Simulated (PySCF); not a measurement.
# Mayer bond orders and bond lengths

Compound: C2H5BS2.
SMILES with atom numbers: `[BH:1]1[S:2][CH2:3][CH2:4][S:5]1` (hydrogens: H6 on B1; H7, H8 on C3; H9, H10 on C4)

Cartesian coordinates in Å at the PBE0-D3(BJ)/def2-SVP level; atoms count from 1:
```
atom  x, y, z in Å
B1     1.7956    0.0520   -0.0650
S2     0.8486   -1.1662   -0.9657
C3    -0.7491   -0.7538   -0.1674
C4    -0.7779    0.7120    0.2101
S5     0.8437    1.2155    0.9002
H6     2.9959    0.0863   -0.1056
H7    -0.8510   -1.3959    0.7213
H8    -1.5601   -1.0029   -0.8677
H9    -0.9749    1.3458   -0.6686
H10   -1.5532    0.9164    0.9634
```

Bond orders from the PBE0/pcSseg-1 density (PySCF). Isolated species at its PBE0-D3(BJ)/def2-SVP geometry (one conformer only).

How far do the computed orders between heavy atoms stray from the drawn ones?

The largest departure is 0.194, at B1–S2 (drawn single, 1.194) and S5–B1 (drawn single, 1.194). Drawn single, order above 1.12: B1–S2 (1.194) and S5–B1 (1.194).

Set the Mayer orders of the bonds between heavy atoms beside their lengths.

```csv
bond,drawn as,length (Å),Mayer order
B1–S2,single,1.787,1.194
S2–C3,single,1.833,0.993
C3–C4,single,1.514,1.014
C4–S5,single,1.833,0.993
S5–B1,single,1.787,1.194
```

And the bonds to hydrogen?

B–H: 0.97 (1 bond); C–H: 0.93 (4 bonds).

Sum the orders of all bonds at each heavy atom with more than one neighbour and set the sums beside the valence in the SMILES.

B1 3.355 (drawn 3), S2 2.187 (drawn 2), C3 3.873 (drawn 4), C4 3.873 (drawn 4), S5 2.187 (drawn 2). Orders between atoms that aren't bonded are not in these sums.

Mayer orders depend on the basis set.
